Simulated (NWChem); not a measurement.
# CBrF2, doublet; SMILES F[C](F)Br

Program: NWChem. Pople sets run with spherical d functions. Spin-unrestricted. In the optimisation the excess spin sits in a' (Cs, its own frame). Geometry: optimised at PBE-D3(BJ)/def2-SVP, spin-unrestricted. No stability test was run on the SCF state. Level: PBE0/6-31G* with SMD (1 M gas to 1 M solution), gas-phase geometry. Reactions with the solvent are ignored.

```tsv
solvent	dielectric constant	solvation free energy (kcal/mol)	cavity-dispersion-structure term (kcal/mol)	dipole in solution (D)
water	78.4	2.7	3.0	0.15
ethanol	24.9	0.0	0.3	0.15
cyclohexane	2.02	-0.2	0.0	0.12
tetrahydrofuran	7.43	0.1	0.4	0.14
1-propanol	20.5	0.1	0.4	0.15
n-hexane	1.88	-0.5	-0.3	0.12
```
